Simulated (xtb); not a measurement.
O₂Ti (SMILES [O]=[Ti]=[O]), singlet, from a rough starting geometry (GFN-xTB shapes and energies of metal compounds can be far from the true ones); GFN2-xTB (xtb).

Here is a job for xtb.
```
$ xtb mol.xyz --gfn 2 --opt vtight --json

# file mol.xyz
3

Ti     0.03519271     0.00357761    -0.00912144
O      1.23146893     0.21318815    -1.07030039
O     -1.24091474    -0.22062553     1.04466074
```

### Question
Predict the main parts of the log of this xtb run.

### Answer

```
   ID    Z sym.   atoms
    1   22 Ti     1
    2    8 O      2, 3

           -------------------------------------------------
          |                Calculation Setup                |
           -------------------------------------------------

           -------------------------------------------------
          |                 G F N 2 - x T B                 |
           -------------------------------------------------

          ...................................................
          :                      SETUP                      :
          :.................................................:
          :  # basis functions                  18          :
          :  # atomic orbitals                  17          :
          :  # shells                            7          :
          :  # electrons                        16          :
          :  max. iterations                   250          :
          :  Hamiltonian                  GFN2-xTB          :
          :  restarted?                      false          :
          :  GBSA solvation                  false          :
          :  PC potential                    false          :
          :  electronic temp.          300.0000000     K    :
          :  accuracy                    1.0000000          :
          :  -> integral cutoff          0.2500000E+02      :
          :  -> integral neglect         0.1000000E-07      :
          :  -> SCF convergence          0.1000000E-05 Eh   :
          :  -> wf. convergence          0.1000000E-03 e    :
          :  Broyden damping             0.4000000          :
          :  net charge                          0          :
          :  unpaired electrons                  0          :
          ...................................................

 iter      E             dE          RMSdq      gap      omega  full diag
   1     -9.6355054 -0.963551E+01  0.244E+01    0.56       0.0  T
   2     -9.6482564 -0.127510E-01  0.131E+01    1.40       1.0  T
   3     -9.1350269  0.513229E+00  0.145E+01    0.35       1.0  T
   4     -9.6143545 -0.479328E+00  0.366E+00    1.04       1.0  T
   5     -9.6553258 -0.409713E-01  0.246E+00    1.14       1.0  T
   6     -9.6600715 -0.474568E-02  0.162E+00    0.97       1.0  T
   7     -9.6643388 -0.426729E-02  0.711E-01    0.83       1.0  T
   8     -9.6652205 -0.881776E-03  0.149E-01    0.75       1.0  T
   9     -9.6652284 -0.781224E-05  0.732E-02    0.73       1.0  T
  10     -9.6652324 -0.404103E-05  0.343E-02    0.74       1.7  T
  11     -9.6652340 -0.165092E-05  0.195E-02    0.74       3.0  T
  12     -9.6652348 -0.723332E-06  0.714E-03    0.74       8.1  T
  13     -9.6652348 -0.563788E-07  0.350E-03    0.74      16.5  T
  14     -9.6652349 -0.276972E-07  0.548E-04    0.74     105.4  T
  15     -9.6652349 -0.237467E-09  0.375E-04    0.74     153.8  T

   *** convergence criteria satisfied after 15 iterations ***

         :::::::::::::::::::::::::::::::::::::::::::::::::::::
         ::                     SUMMARY                     ::
         :::::::::::::::::::::::::::::::::::::::::::::::::::::
         :: total energy              -9.616128535259 Eh    ::
         :: gradient norm              0.030410968528 Eh/a0 ::
         :: HOMO-LUMO gap              0.740878892355 eV    ::
         ::.................................................::
         :: SCC energy                -9.665234863622 Eh    ::
         :: -> isotropic ES            0.105301497596 Eh    ::
         :: -> anisotropic ES          0.014010675553 Eh    ::
         :: -> anisotropic XC          0.009192023779 Eh    ::
         :: -> dispersion             -0.001110716096 Eh    ::
         :: repulsion energy           0.049106328364 Eh    ::
         :: add. restraining           0.000000000000 Eh    ::
         :: total charge               0.000000000000 e     ::
         :::::::::::::::::::::::::::::::::::::::::::::::::::::

[...]
 * total energy  :    -9.6221243 Eh     change       -0.2244123E-02 Eh
 * total energy  :    -9.6257783 Eh     change       -0.3653961E-02 Eh
 * total energy  :    -9.6306815 Eh     change       -0.4903188E-02 Eh
 * total energy  :    -9.6356000 Eh     change       -0.4918502E-02 Eh
 * total energy  :    -9.6361556 Eh     change       -0.5555815E-03 Eh
 * total energy  :    -9.6433738 Eh     change       -0.7218220E-02 Eh
 * total energy  :    -9.6450049 Eh     change       -0.1631089E-02 Eh
 * total energy  :    -9.6477230 Eh     change       -0.2718174E-02 Eh
 * total energy  :    -9.6477751 Eh     change       -0.5206137E-04 Eh
 * total energy  :    -9.6477810 Eh     change       -0.5910050E-05 Eh
 * total energy  :    -9.6477812 Eh     change       -0.2258135E-06 Eh
 * total energy  :    -9.6477813 Eh     change       -0.5912301E-07 Eh
   *** GEOMETRY OPTIMIZATION CONVERGED AFTER 18 ITERATIONS ***
         :: total energy              -9.647781301496 Eh    ::
[...]
         :: -> dispersion             -0.001114772541 Eh    ::
         :: repulsion energy           0.052149206826 Eh    ::
         :: add. restraining           0.000000000000 Eh    ::
         :: total charge              -0.000000000000 e     ::
         :::::::::::::::::::::::::::::::::::::::::::::::::::::

           -------------------------------------------------
          |                Property Printout                |
           -------------------------------------------------

    * Orbital Energies and Occupations

         #    Occupation            Energy/Eh            Energy/eV
      -------------------------------------------------------------
         1        2.0000           -0.7103578             -19.3298
         2        2.0000           -0.6500113             -17.6877
         3        2.0000           -0.4883871             -13.2897
         4        2.0000           -0.4584161             -12.4741
         5        2.0000           -0.4492648             -12.2251
         6        2.0000           -0.4317410             -11.7483
         7        2.0000           -0.4292068             -11.6793
         8        2.0000           -0.4195010             -11.4152 (HOMO)
         9                         -0.3563663              -9.6972 (LUMO)
        10                         -0.3125961              -8.5062
        11                         -0.2928832              -7.9698
        12                         -0.2693301              -7.3288
        13                         -0.2021670              -5.5012
        14                         -0.0878801              -2.3913
        15                         -0.0554128              -1.5079
        16                          0.2753023               7.4914
        17                          0.3782212              10.2919
      -------------------------------------------------------------
                  HL-Gap            0.0631346 Eh            1.7180 eV
             Fermi-level           -0.3879337 Eh          -10.5562 eV

     #   Z          covCN         q      C6AA      α(0)
     1  22 Ti       1.454     1.045   201.467    34.752
     2   8 O        0.727    -0.522    24.353     6.613
     3   8 O        0.727    -0.522    24.353     6.613

 Mol. C6AA /au·bohr⁶  :        546.646007
 Mol. C8AA /au·bohr⁸  :      37984.667433
 Mol. α(0) /au        :         47.978046

Wiberg/Mayer (AO) data.
largest (>0.10) Wiberg bond orders for each atom

 ---------------------------------------------------------------------------
     #   Z sym  total        # sym  WBO       # sym  WBO       # sym  WBO
 ---------------------------------------------------------------------------
     1  22 Ti   4.174 --     3 O    2.087     2 O    2.087
     2   8 O    2.254 --     1 Ti   2.087     3 O    0.167
     3   8 O    2.254 --     1 Ti   2.087     2 O    0.167
 ---------------------------------------------------------------------------

Topologies differ in total number of bonds
Writing topology from bond orders to xtbtopo.mol

molecular dipole:
                 x           y           z       tot (Debye)
 q only:        1.121       0.214       1.344
   full:        2.107       0.403       2.526       8.423
molecular quadrupole (traceless):
                xx          xy          yy          xz          yz          zz
 q only:       -2.226      -0.913       2.825       5.774       1.013      -0.599
  q+dip:       -2.045      -0.626       1.567       8.655       1.547       0.478
   full:       -3.176      -1.210       3.579       9.724       1.718      -0.403

optimized geometry written to: xtbopt.xyz

           -------------------------------------------------
          | TOTAL ENERGY               -9.647781301496 Eh   |
          | GRADIENT NORM               0.000016399426 Eh/α |
          | HOMO-LUMO GAP               1.717980954225 eV   |
           -------------------------------------------------

normal termination of xtb
```
